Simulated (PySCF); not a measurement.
(3R)-1-fluoro-3-methylcyclobutene (C5H7F), SMILES C[C@H]1C=C(F)C1. Atoms are numbered in the order given.

```xyz
13

C     -2.2262     0.1384     0.1985
C     -0.8273    -0.1409     0.7235
C      0.0538    -1.0717    -0.1066
C      0.9427    -0.0892    -0.3098
F      2.0998    -0.0221    -0.9576
C      0.2441     0.9830     0.4633
H     -2.7198     0.9359     0.7778
H     -2.8584    -0.7620     0.2616
H     -2.1911     0.4502    -0.8585
H     -0.8647    -0.4209     1.7930
H     -0.0291    -2.1191    -0.4030
H      0.7692     1.3565     1.3589
H     -0.1268     1.8402    -0.1244
```

Coordinates come from a r2SCAN-D4/def2-SVP optimisation.

All values below come from PBE0/pcSseg-1 in PySCF.

GIAO shieldings, no solvent; atoms listed in one row are averaged. δ = σ(ref) − σ: ¹³C against TMS (σ = 186.3 ppm); ¹⁹F against CFCl3 (σ = 167.2 ppm); ¹H against TMS (σ = 31.56 ppm), references at their B3LYP-D3(BJ)/def2-TZVP geometries, non-relativistic.

**Question.** Estimate the chemical shifts. (Estimate from the structure and the level; the computed values follow.)

**Answer.** 
```json
[
 {"nucleus": "¹³C", "atoms": "C4", "count": "1", "δ (ppm)": "163.6"},
 {"nucleus": "¹³C", "atoms": "C3", "count": "1", "δ (ppm)": "118.1"},
 {"nucleus": "¹³C", "atoms": "C6", "count": "1", "δ (ppm)": "44.5"},
 {"nucleus": "¹³C", "atoms": "C2", "count": "1", "δ (ppm)": "31.4"},
 {"nucleus": "¹³C", "atoms": "C1", "count": "1", "δ (ppm)": "23.8"},
 {"nucleus": "¹⁹F", "atoms": "F5", "count": "1", "δ (ppm)": "-81.9"},
 {"nucleus": "¹H", "atoms": "H11", "count": "1", "δ (ppm)": "5.33"},
 {"nucleus": "¹H", "atoms": "H12", "count": "1", "δ (ppm)": "3.22"},
 {"nucleus": "¹H", "atoms": "H10", "count": "1", "δ (ppm)": "2.73"},
 {"nucleus": "¹H", "atoms": "H13", "count": "1", "δ (ppm)": "2.46"},
 {"nucleus": "¹H", "atoms": "H7, H8, H9", "count": "3", "δ (ppm)": "1.46"}
]
```
